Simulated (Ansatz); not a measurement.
Relaxation of AsBFH$_{5}$OSi (10 atoms, charge 0, multiplicity 1), to a largest force component of 0.015 eV/Å in at most 40 steps.

These are results of RKS BLYP/def2-SVP (Ansatz), not measurements.

```xyz
10
Properties=species:S:1:pos:R:3:forces:R:3
O -2.079 0.690 -0.492 -1.45 2.58 0.95
Si -0.985 -0.303 0.244 0.00 -1.52 -0.04
B 0.698 0.607 0.352 4.29 -0.10 -1.33
F 1.928 0.146 -0.306 -2.88 1.02 1.54
As 0.855 2.389 1.399 0.70 0.91 -0.52
H -2.291 1.467 0.160 0.29 -1.53 -1.64
H -1.417 -0.654 1.598 -0.24 -0.29 0.75
H -0.791 -1.506 -0.565 -0.30 -0.63 -0.44
H 0.114 1.785 2.566 -0.54 -0.20 0.46
H -0.433 2.956 0.700 0.13 -0.23 0.28
```

**Question.** Where does it end, and by what steps?

**Answer.** The run converged. After 30 steps the energy has fallen by 0.807 eV; H9 moved furthest, 1.69 Å.

| step | energy less start (eV) | largest force component (eV/Å) | accepted |
| --- | --- | --- | --- |
| 0 | 0.0000 | 4.287 | yes |
| 2 | -0.6447 | 0.271 | yes |
| 4 | -0.6596 | 0.123 | yes |
| 6 | -0.6704 | 0.098 | yes |
| 8 | -0.6867 | 0.398 | yes |
| 10 | -0.7275 | 0.183 | yes |
| 12 | -0.7496 | 0.423 | yes |
| 14 | -0.7758 | 0.199 | yes |
| 16 | -0.7947 | 0.095 | yes |
| 18 | -0.7996 | 0.182 | yes |
| 20 | -0.8044 | 0.048 | yes |
| 22 | -0.8056 | 0.036 | yes |
| 24 | -0.8066 | 0.052 | yes |
| 26 | -0.8072 | 0.052 | yes |
| 28 | -0.8074 | 0.038 | yes |
| 30 | -0.8075 | 0.010 | yes |

```xyz
10
Properties=species:S:1:pos:R:3
O -2.300 0.705 -0.345
Si -1.065 -0.399 0.015
B 0.598 0.543 0.772
F 1.629 -0.189 1.221
As 0.841 2.603 0.684
H -2.662 1.193 0.416
H -1.525 -1.475 0.970
H -0.741 -1.052 -1.297
H 1.427 2.741 2.104
H -0.606 2.906 1.116
```

Time of the run: 90 s on 2 threads of Arm Neoverse V1, on a shared host, peak memory 0.18 GiB.
